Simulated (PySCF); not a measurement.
## UHF on Xe⁺ (xenon, charge +1)

Configuration: [Kr] 4d10 5s2 5p5, 2P determinant. Computed with PySCF 2.14 in def2-SVP with the def2 core potential (28 electrons), with a scalar-relativistic core potential.

| Quantity | Value |
| --- | --- |
| Total energy | -327.877043 hartree |
| One-electron energy | -562.2295 hartree |
| Hartree (Coulomb) energy | 256.7418 hartree |
| Exchange energy | -22.3893 hartree |
| ⟨S²⟩ | 0.7590 |
| ⟨L²⟩ | 2.037 |
| Sum of ⟨r⟩ | 29.62 bohr |
| Sum of ⟨r²⟩ | 49.21 bohr² |
| Traceless quadrupole moment −½Σ⟨3z² − r²⟩ along its main axis | 2.12 e·bohr² |
| Time after the integrals | 0.24 s of wall time on 1 thread of Intel(R) Xeon(R) Platinum 8559C (shared host) |

```csv
shell,electrons,mean orbital energy (eV),spread (eV),"rms radius, mean of both spins (bohr)"
4s α,1,-238.79,0,0.767
4s β,1,-238.52,0,0.767
4p α,3,-177.10,0.742,0.820
4p β,3,-176.83,0.075,0.820
4d α,5,-82.646,0.781,0.934
4d β,5,-82.443,0.403,0.934
5s α,1,-37.699,0,1.98
5s β,1,-34.976,0,1.98
5p α,3,-22.000,1.807,2.34
5p β,2,-20.868,0,2.34
```

Energies and moments cover only the electrons outside the core potential.
